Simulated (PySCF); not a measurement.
## NMR parameters from quadrupole coupling constants

Compound: C4H10BNO.
Cartesian coordinates in Å at the PBE0-D3(BJ)/def2-SVP level; atoms count from 1:
```
atom  x, y, z in Å
C1    -3.1506    0.9708   -0.4023
C2    -2.0329    0.2992   -0.6748
C3    -1.3445   -0.6310    0.2745
O4     0.0104   -0.2971    0.4335
B5     1.0002   -0.9508   -0.2445
N6     2.3246   -0.5104   -0.1196
C7     2.7704    0.6103    0.6673
H8    -3.6347    0.8957    0.5773
H9    -3.6281    1.6171   -1.1435
H10   -1.5609    0.3983   -1.6606
H11   -1.8330   -0.5893    1.2622
H12   -1.4382   -1.6693   -0.0981
H13    0.7487   -1.9100   -0.9469
H14    3.0485   -1.0175   -0.6107
H15    3.2922    1.3662    0.0550
H16    3.4558    0.3061    1.4779
H17    1.8982    1.0930    1.1277
```

Computed at PBE0/pcSseg-1 (PySCF, non-relativistic):

```tsv
atom	environment	nucleus	spin I	Q (b)	CQ = χzz (MHz)	η
O4	boron-bound oxygen	17O	5/2	-0.0256	-9.799	0.126
B5	three-coordinate boron	11B	3/2	0.04059	3.007	0.374
N6	boron-bound nitrogen	14N	1	0.02044	-3.842	0.617
```

Q: Which field gradients stand behind these couplings (CQ in MHz = 234.96 × Q in b × Vzz in au)?

A: Vxx = −Vzz(1 − η)/2 and Vyy = −Vzz(1 + η)/2, in au:

| atom | Vxx (au) | Vyy (au) | Vzz (au) | Vzz (10²¹ V/m²) |
| --- | --- | --- | --- | --- |
| O4 | -0.712 | -0.917 | 1.629 | 15.83 |
| B5 | -0.099 | -0.217 | 0.315 | 3.06 |
| N6 | 0.153 | 0.647 | -0.800 | -7.77 |

Q: At 28.2 T, set νQ = 3|CQ|/[2I(2I − 1)] beside the Larmor frequency (|g| × 7.62259 MHz/T × B; g(17O) = −0.75752, g(11B) = 1.79243, g(14N) = 0.40376), and give PQ = |CQ|√(1 + η²/3).

A: 
```csv
atom,PQ (MHz),νQ (MHz),ν0 (MHz),νQ/ν0
O4,9.825,1.470,162.83,0.009
B5,3.076,1.503,385.30,0.004
N6,4.078,5.763,86.79,0.066
```

For O4: PQ = 9.799 × 1.0026, νQ = 9.799 × 0.1500, ν0 = 5.7742 MHz/T × 28.2 T.

Q: For half-integer spins with νQ below a tenth of ν0, find the second-order shift of the centre of gravity of the central transition at 28.2 and 35.2 T.

A: δ = −(3/40)(PQ/ν0)² [I(I + 1) − 3/4]/[I²(2I − 1)²], in ppm:

```tsv
site	28.2 T	35.2 T
17O at O4	-21.8	-14
11B at B5	-1.59	-1.02
```

Q: Take a correlation time of 15 ps, isotropic tumbling and extreme narrowing. What quadrupolar relaxation rates and linewidths follow?

A: 1/T1 = 1/T2 = (3π²/10)(2I + 3)/[I²(2I − 1)] × PQ² × τc; the width is 1/(πT2).

```tsv
site	spin factor (2I + 3)/[I²(2I − 1)]	1/T1 (s⁻¹)	T1 (ms)	linewidth (Hz)
17O at O4	0.320	1370	0.729	437
11B at B5	1.333	560	1.79	178
14N at N6	5.000	3690	0.271	1180
```

One conformer (not necessarily the lowest) at the PBE0-D3(BJ)/def2-SVP geometry, without solvent, vibrations or thermal averaging. A larger basis could move these couplings by a tenth or more.
